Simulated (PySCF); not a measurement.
Molecule: `C[Si@@H](P)[SiH2]CCl`, C$_{2}$H$_{10}$ClPSi$_{2}$.

Molfile (atoms numbered from 1):
```
C2H10ClPSi2
     RDKit          3D

 16 15  0  0  0  0  0  0  0  0999 V2000
   -0.7077    2.5372   -0.2935 C   0  0  0  0  0  0  0  0  0  0  0  0
   -0.3225    0.9218    0.5906 Si  0  0  1  0  0  4  0  0  0  0  0  0
   -2.1096   -0.4687    0.3453 P   0  0  0  0  0  0  0  0  0  0  0  0
    1.6208   -0.0950   -0.2355 Si  0  0  0  0  0  4  0  0  0  0  0  0
    3.1779    0.7966    0.3974 C   0  0  0  0  0  0  0  0  0  0  0  0
    3.0692    2.5463    0.0110 Cl  0  0  0  0  0  0  0  0  0  0  0  0
   -1.6233    2.9932    0.1130 H   0  0  0  0  0  0  0  0  0  0  0  0
   -0.8535    2.3609   -1.3702 H   0  0  0  0  0  0  0  0  0  0  0  0
    0.1295    3.2401   -0.1720 H   0  0  0  0  0  0  0  0  0  0  0  0
   -0.1578    1.1500    2.0627 H   0  0  0  0  0  0  0  0  0  0  0  0
   -1.4298   -1.6188    0.8554 H   0  0  0  0  0  0  0  0  0  0  0  0
   -1.7974   -0.7808   -1.0162 H   0  0  0  0  0  0  0  0  0  0  0  0
    1.6243   -0.0668   -1.7317 H   0  0  0  0  0  0  0  0  0  0  0  0
    1.6993   -1.5264    0.2055 H   0  0  0  0  0  0  0  0  0  0  0  0
    3.2723    0.7040    1.4891 H   0  0  0  0  0  0  0  0  0  0  0  0
    4.1001    0.4109   -0.0609 H   0  0  0  0  0  0  0  0  0  0  0  0
  1  2  1  0
  2  3  1  0
  2  4  1  0
  4  5  1  0
  5  6  1  0
  1  7  1  0
  1  8  1  0
  1  9  1  0
  2 10  1  1
  3 11  1  0
  3 12  1  0
  4 13  1  0
  4 14  1  0
  5 15  1  0
  5 16  1  0
M  END
```

Geometry PBE0-D3(BJ)/def2-SVP throughout; GIAO in PySCF 2.14.0 with density-fitted response routines, gas phase, one conformer, non-relativistic; equivalent atoms averaged; functional PBE0.

Task: How do the shifts δ (against TMS, H3PO4 at the same level) depend on the basis set? (a selection of nuclei; ppm; last column core-seconds on shared hosts with different chips, so compare them loosely)

Result: 
```
    basis set  functions    C1    Si2    Si4      P3   H13   H10   H15  H7/H8/H9  H11/H12  core-s
       STO-3G         56   0.4  -23.9  -52.7  -166.9  2.01  1.87  1.76      0.20     0.08     5.4
        6-31G         90  -2.1  -26.2  -33.8  -273.3  3.67  3.94  2.75      0.69     1.28      11
     pcSseg-0         90  -3.7  -80.8  -90.1  -356.7  4.03  4.28  2.54      0.47     1.27     9.1
       6-31G*        120  -2.2  -25.3  -30.7  -235.6  4.18  4.52  2.70      0.60     1.55      15
     def2-SVP        150  -2.5  -44.9  -54.5  -248.9  3.96  4.30  2.73      0.50     1.32      18
      cc-pVDZ        150  -1.6  -38.6  -46.3  -243.0  3.96  4.30  2.89      0.62     1.29      20
     pcSseg-1        180  -2.9  -46.1  -54.6  -278.5  3.96  4.26  2.94      0.63     1.47      24
  aug-cc-pVDZ        244  -1.8  -36.7  -45.2  -261.1  4.18  4.46  3.19      0.68     1.49      40
6-311+G(2d,p)        254  -1.9  -44.8  -54.3  -284.0  4.28  4.61  3.09      0.64     1.69      43
    def2-TZVP        270  -2.3  -47.7  -57.0  -289.5  4.28  4.59  3.02      0.59     1.68      49
```

Task: Which nucleus among those listed moves most, in ppm?

Result: P3 (phosphorus bonded to Si, 2 H): from -356.7 ppm with pcSseg-0 to -166.9 ppm with STO-3G. The smallest spread is 0.49 ppm, at H7/H8/H9. Proton shifts span only some 12 ppm, so a few tenths of a ppm matter as much there as several ppm in carbon.

Task: Taking the largest basis, def2-TZVP (270 functions), as the yardstick, rank the others by their worst heavy-atom deviation.

Result: 6-311+G(2d,p) 5.5 ppm (254 functions), pcSseg-1 11.0 ppm (180 functions), 6-31G 23.3 ppm (90 functions), aug-cc-pVDZ 28.4 ppm (244 functions), def2-SVP 40.6 ppm (150 functions), cc-pVDZ 46.6 ppm (150 functions), 6-31G* 53.9 ppm (120 functions), pcSseg-0 67.2 ppm (90 functions), STO-3G 122.6 ppm (56 functions).

A small basis that lands close on one nucleus may do so by chance; judge by the trend and by all nuclei.
